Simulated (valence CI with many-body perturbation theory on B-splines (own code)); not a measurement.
The numbers below are computed, except where a source is named.
## Bi⁴²⁺: what the settings do

Method: relativistic CI+MBPT: five valence electrons over a frozen Dirac-Fock core [Kr], a basis of 6 s, 6 p, 5 d, 5 f, 1 g functions for each j, with the one-electron correlation potential Σ1, the two-electron term Σ2, the three-electron term Σ3, Breit, model QED; selected CI, second order for the rest, scaled by the run's own slope (own B-spline code, finite nucleus).

The last digits are not significant, and no measured levels were compared; by estimate large intervals hold to a few tenths of a per cent, small ones and those within an open d or f shell to about a per cent. Only levels of the ground parity were solved; by the run's estimate the other parity begins above the list, which can be wrong where configurations are misplaced.

The reference run has the lowest level (4d3/2^4 4d5/2) J=5/2 and an ionisation energy of 2091.61 eV. Its largest variational space holds 10000 state functions.

Levels are named by their leading jj configuration (3d3/2^4 stands for four electrons in 3d with j = 3/2), which in mixed levels can hold well under half, so a name can repeat and another be missing. Letters in brackets count levels of one name in rising energy.

Changed runs:
A. size limit of the variational space 10000 → 3000; second order for the rest on → off; three-electron term on → off
B. factor on the speed of light 1 → 100; QED terms on → off
C. natural orbitals for correlation on → off; lowest core n in screening and Σ2 2 → 3
D. scale of Σ1 1 → 3 (bad on purpose)

Excitation energies of the reference run in cm⁻¹, and shifts in cm⁻¹:

```tsv
Level	Reference	A	C	D
(4d3/2^3 4d5/2^2) J=5/2 [a]	217441	-1020	-546	+2009
(4d3/2^3 4d5/2^2) J=7/2 [a]	260885	+476	-75	+1990
(4d3/2^3 4d5/2^2) J=3/2 [a]	266465	+328	+38	+1993
(4d3/2^3 4d5/2^2) J=11/2	270203	+112	-193	+2022
(4d3/2^3 4d5/2^2) J=9/2	286666	+728	+95	+2032
(4d3/2^3 4d5/2^2) J=5/2 [b]	298874	+995	+342	+2041
(4d3/2^3 4d5/2^2) J=1/2	310839	+381	+445	+2093
(4d3/2^3 4d5/2^2) J=7/2 [b]	314735	+2128	+450	+2028
(4d3/2^3 4d5/2^2) J=3/2 [b]	376159	+2000	+1133	+2101
(4d3/2^2 4d5/2^3) J=5/2 [a]	474955	-501	-548	+3942
(4d3/2^2 4d5/2^3) J=7/2 [a]	506915	+262	-316	+4006
(4d3/2^2 4d5/2^3) J=11/2	512807	+117	-476	+4034
Ionisation energy (eV)	2091.61	-0.16	-0.16	+5.49
```

Run B ends with another lowest level, (4d3/2^2 4d5/2^3) J=5/2, and an ionisation energy of 2111.35 eV.
